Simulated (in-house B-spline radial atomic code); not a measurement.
O II (O+) is squeezed into an impenetrable sphere of radius R (the orbitals vanish at R). Computed with a B-spline radial code for spherical atoms: scalar-relativistic (X2C) Hartree-Fock, spin-polarised, averaged over the determinants with the given up and down occupations, Fermi nucleus of rms radius 2.6991 fm.

Energies in eV above the free ion in [He] 2s2 2p3:

```json
{"R (bohr)": "8.88", "highest level (eV)": "-36.2", "[He] 2s2 2p3": "0", "[He] 2s1 2p4": "15.03"}
{"R (bohr)": "5.61", "highest level (eV)": "-36.2", "[He] 2s2 2p3": "0.001608", "[He] 2s1 2p4": "15.03"}
{"R (bohr)": "5.21", "highest level (eV)": "-36.2", "[He] 2s2 2p3": "0.00503", "[He] 2s1 2p4": "15.04"}
{"R (bohr)": "4.13", "highest level (eV)": "-36.1", "[He] 2s2 2p3": "0.1037", "[He] 2s1 2p4": "15.2"}
{"R (bohr)": "3.85", "highest level (eV)": "-36", "[He] 2s2 2p3": "0.2235", "[He] 2s1 2p4": "15.37"}
{"R (bohr)": "2.92", "highest level (eV)": "-34.3", "[He] 2s2 2p3": "2.725", "[He] 2s1 2p4": "18.33"}
{"R (bohr)": "2.54", "highest level (eV)": "-31.8", "[He] 2s2 2p3": "7.448", "[He] 2s1 2p4": "23.46"}
{"R (bohr)": "2.36", "highest level (eV)": "-29.8", "[He] 2s2 2p3": "11.98", "[He] 2s1 2p4": "28.22"}
{"R (bohr)": "1.97", "highest level (eV)": "-21.8", "[He] 2s2 2p3": "33.75", "[He] 2s1 2p4": "50.36"}
{"R (bohr)": "1.28", "highest level (eV)": "39", "[He] 2s2 2p3": "232.6", "[He] 2s1 2p4": "240.8"}
```

(1) Does [He] 2s1 2p4 fall below [He] 2s2 2p3 under compression?

The highest level is first positive in the row R = 1.28 bohr, pushed up by confinement above the zero of the free ion's potential. Each configuration is held fixed and needn't be the lowest in the sphere.

Results:

(1) No, it stays above over the whole range.
